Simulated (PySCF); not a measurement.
Two-component Hartree-Fock for Sn+ (tin, charge +1)

Start: [Kr] 4d10 5s2 5p1; 5p1/2 filled at m_j = +1/2. Calculated with PySCF 2.14 in x2c-TZVPall-2c with one added diffuse shell each of s, p, d, f type (9s10p6d3f, 90 functions): generalised Hartree-Fock with the X2C-1e Hamiltonian and a Gaussian nucleus; one run each with spin-orbit coupling (SO) switched off, then screened by Boettger's factors.

```json
{"spinor shell": "1s1/2", "electrons": "2", "ε, spin-free (eV)": "-29355.2", "ε, screened SO (eV)": "-29352.3", "weight of nominal j (screened SO)": "1.000", "rms radius, screened SO (bohr)": "0.0333"}
{"spinor shell": "2s1/2", "electrons": "2", "ε, spin-free (eV)": "-4531.5", "ε, screened SO (eV)": "-4530.5", "weight of nominal j (screened SO)": "1.000", "rms radius, screened SO (bohr)": "0.136"}
{"spinor shell": "2p1/2", "electrons": "2", "ε, spin-free (eV)": "-4061.7", "ε, screened SO (eV)": "-4221.5", "weight of nominal j (screened SO)": "1.000", "rms radius, screened SO (bohr)": "0.118"}
{"spinor shell": "2p3/2", "electrons": "4", "ε, spin-free (eV)": "-4061.7", "ε, screened SO (eV)": "-3988.5", "weight of nominal j (screened SO)": "1.000", "rms radius, screened SO (bohr)": "0.123"}
{"spinor shell": "3s1/2", "electrons": "2", "ε, spin-free (eV)": "-920.87", "ε, screened SO (eV)": "-920.51", "weight of nominal j (screened SO)": "1.000", "rms radius, screened SO (bohr)": "0.361"}
{"spinor shell": "3p1/2", "electrons": "2", "ε, spin-free (eV)": "-763.56", "ε, screened SO (eV)": "-793.58", "weight of nominal j (screened SO)": "1.000", "rms radius, screened SO (bohr)": "0.354"}
{"spinor shell": "3p3/2", "electrons": "4", "ε, spin-free (eV)": "-763.56", "ε, screened SO (eV)": "-749.56", "weight of nominal j (screened SO)": "1.000", "rms radius, screened SO (bohr)": "0.366"}
{"spinor shell": "3d3/2", "electrons": "4", "ε, spin-free (eV)": "-522.04", "ε, screened SO (eV)": "-527.10", "weight of nominal j (screened SO)": "1.000", "rms radius, screened SO (bohr)": "0.340"}
{"spinor shell": "3d5/2", "electrons": "6", "ε, spin-free (eV)": "-522.04", "ε, screened SO (eV)": "-518.22", "weight of nominal j (screened SO)": "1.000", "rms radius, screened SO (bohr)": "0.343"}
{"spinor shell": "4s1/2", "electrons": "2", "ε, spin-free (eV)": "-168.10", "ε, screened SO (eV)": "-167.89", "weight of nominal j (screened SO)": "1.000", "rms radius, screened SO (bohr)": "0.874"}
{"spinor shell": "4p1/2", "electrons": "2", "ε, spin-free (eV)": "-118.16", "ε, screened SO (eV)": "-123.55", "weight of nominal j (screened SO)": "1.000", "rms radius, screened SO (bohr)": "0.930"}
{"spinor shell": "4d3/2", "electrons": "4", "ε, spin-free (eV)": "-43.634", "ε, screened SO (eV)": "-44.183", "weight of nominal j (screened SO)": "1.000", "rms radius, screened SO (bohr)": "1.18"}
{"spinor shell": "4d5/2", "electrons": "6", "ε, spin-free (eV)": "-43.634", "ε, screened SO (eV)": "-42.975", "weight of nominal j (screened SO)": "1.000", "rms radius, screened SO (bohr)": "1.19"}
{"spinor shell": "5s1/2", "electrons": "2", "ε, spin-free (eV)": "-20.933", "ε, screened SO (eV)": "-20.845", "weight of nominal j (screened SO)": "0.997", "rms radius, screened SO (bohr)": "2.54"}
{"spinor shell": "5p1/2", "electrons": "1", "ε, spin-free (eV)": "-14.046", "ε, screened SO (eV)": "-14.404", "weight of nominal j (screened SO)": "0.992", "rms radius, screened SO (bohr)": "3.09"}
```

Where does 4p3/2 lie, and what is the 4p spin-orbit splitting (screened SO)?

At -115.44 eV, 8.106 eV above 4p1/2.

| quantity | spin-free | screened SO |
| --- | --- | --- |
| E (hartree) | -6172.79720 | -6174.27167 |
| M_J | 1/2 | 1/2 |
| ⟨J²⟩ | 1.102 | 0.788 |
| ⟨L²⟩ | 2.042 | 2.056 |
| ⟨S²⟩ | 0.764 | 0.780 |

Each row is a mean over spinors that exchange with the open shell spreads, by up to 0.387 eV (4p1/2).

Breit and QED terms are absent; they matter most for the inner s and p1/2 levels.

Densities and radii are taken from the X2C orbitals without a picture-change correction, which distorts them close to the nucleus.

Without spin-orbit coupling the j labels of p, d and f shells carry no meaning; the spin-free column gives the mean over the occupied spinors of each nl shell, and its ⟨J²⟩ belongs to a mixture of degenerate components.
